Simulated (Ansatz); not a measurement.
`[SiH3][SiH2][SnH3]` + `[OH][In]([F])[F]` → `[F][In]([F])[O][SiH3]` + `[SiH3][SnH3]` at 600 K and 1 bar (cleavage of the Si–Si bond).

Isolated molecules relaxed with PBE0-D4/def2-TZVP in Ansatz; ΔE leaves out vibrations. CCSD(T)/CBS adds triple-zeta CCSD(T) − MP2 to the extrapolated MP2 energy (def2 sets, frozen cores). def2 core potentials past Kr. For In, Sn outer-core shells are correlated without core-valence functions, which leaves a few kJ/mol of doubt a bond. Each species was taken in one conformer, which may not be the lowest.

```csv
species,CCSD(T)/CBS energy (Eh),H − E (kJ/mol),S (J/(mol·K))
`[SiH3][SiH2][SnH3]`,-796.96755,233.0,488.2
`[OH][In]([F])[F]`,-465.24461,87.7,392.5
`[F][In]([F])[O][SiH3]`,-755.56161,148.1,491.8
`[SiH3][SnH3]`,-506.68362,166.8,381.7
```

H − E and S are ideal-gas, rigid-rotor, harmonic terms from PBE0-D4/def2-TZVP, for one conformer and one mirror image of each species. 1 Eh = 2625.50 kJ/mol, R = 8.31446 J/(mol·K).

Problem. By hand: ΔE, ΔH, ΔS and ΔG.

Solution. ΔE = (-755.56161) + (-506.68362) − (-796.96755) − (-465.24461) = -0.03307 Eh = -86.8 kJ/mol. Δ(H − E) = 148.1 + 166.8 − 233.0 − 87.7 = -5.8, so ΔH = -92.6 kJ/mol. ΔS = 491.8 + 381.7 − 488.2 − 392.5 = -7.2 J/(mol·K). ΔG = -92.6 − 600 × (-7.2)/1000 = -88.3 kJ/mol.

Problem. By hand: the equilibrium constant, and the temperature at which ΔG would vanish if ΔH and ΔS stayed fixed.

Solution. log₁₀ K = −ΔG/(RT ln 10) = 7.7. ΔG = 0 at ΔH/ΔS = 12861 K, far beyond where these terms or the molecules hold.

The number of gas molecules stays the same, so ΔS is small and ΔH decides. A doubt of 5 kJ/mol in ΔE shifts log₁₀ K by 0.4 here. Other conformers and mirror images would add mixing entropy, several J/(mol·K) or more a flexible species. Modes under 60 cm⁻¹, often nearly free rotors, make the harmonic entropy too high. These are equilibria of isolated gas molecules and say nothing of rates. Largest T1 diagnostic: 0.018 (customary marks: 0.02 for closed shells, 0.045 for open ones).
